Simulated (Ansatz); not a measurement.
Consider the hydrogenolysis of a C–F bond: `FC1=C[C@H](F)[C@H]1F` + H₂ → `F[C@@H]1C=C[C@H]1F` + H–F.

Computed with Ansatz on PBE0-D4/def2-TZVP structures; ΔE is electronic, products minus reactants. CCSD(T)/CBS is the MP2 limit (def2-TZVPP, def2-QZVPP) plus CCSD(T) − MP2 in def2-TZVPP, frozen cores. This one scheme is used for every species. DFT in def2-TZVPP.

`FC1=C[C@H](F)[C@H]1F`:

Z-matrix (Å, degrees):
```
C
F 1 1.375
C 1 1.552 2 114.7
C 1 1.503 2 115.5 3 -99.7
H 1 1.092 2 108.2 3 127.3
F 3 1.370 1 116.5 2 122.0
C 3 1.491 1 83.6 2 -121.5
H 3 1.092 1 113.1 2 -5.2
H 4 1.080 1 132.8 2 -58.6
F 7 1.311 3 129.0 1 -174.4
```

H₂:

```xyz
2

H     0.178    0.328   -0.001
H    -0.178   -0.328    0.001
```

`F[C@@H]1C=C[C@H]1F`:

```xyz
10

F     1.769    1.138    0.096
C     0.868    0.133    0.357
C     0.435   -0.712   -0.805
C    -0.865   -0.479   -0.606
C    -0.620    0.552    0.456
F    -1.231    0.354    1.671
H     1.210   -0.414    1.239
H     0.997   -1.296   -1.522
H    -1.778   -0.867   -1.039
H    -0.785    1.590    0.155
```

H–F:

Z-matrix (Å, degrees):
```
F
H 1 0.920
```

```csv
species,LDA (SPW92) energy (Eh)
`FC1=C[C@H](F)[C@H]1F`,-450.57994
H₂,-1.13685
`F[C@@H]1C=C[C@H]1F`,-351.90306
H–F,-99.83933
```

(1) Work out ΔE.

(2) What do rigid-rotor, harmonic-oscillator terms from PBE0-D4/def2-TZVP frequencies (298.15 K, 1 bar) make of the CCSD(T)/CBS value? (Best estimate.)

Largest T1 diagnostic among the species: 0.012.

## Answers

(1) ΔE = (-351.90306) + (-99.83933) − (-450.57994) − (-1.13685) = -0.02560 Eh = -67.2 kJ/mol. CCSD(T)/CBS gives -96.7 kJ/mol.

(2) The calculation gave: ΔZPE = +17.9 kJ/mol, ΔH = -80.7 kJ/mol, ΔS = 18 J/(mol·K), ΔG = -86.1 kJ/mol.

From PBE to PBE0 (25 % exact exchange), in def2-TZVPP and without D4, ΔE moves by −9.2 kJ/mol. At CCSD(T), def2-SVP lies +17.0 kJ/mol from the extrapolated value and def2-TZVPP +5.0 kJ/mol. Leaving LDA and LC-ωPBE aside and taking each functional with its dispersion term where it has one, the values, not all of them listed here, spread over 18.3 kJ/mol, from PBE-QIDH to revPBE-D4. LDA lies +6.6 kJ/mol from PBE without D4.
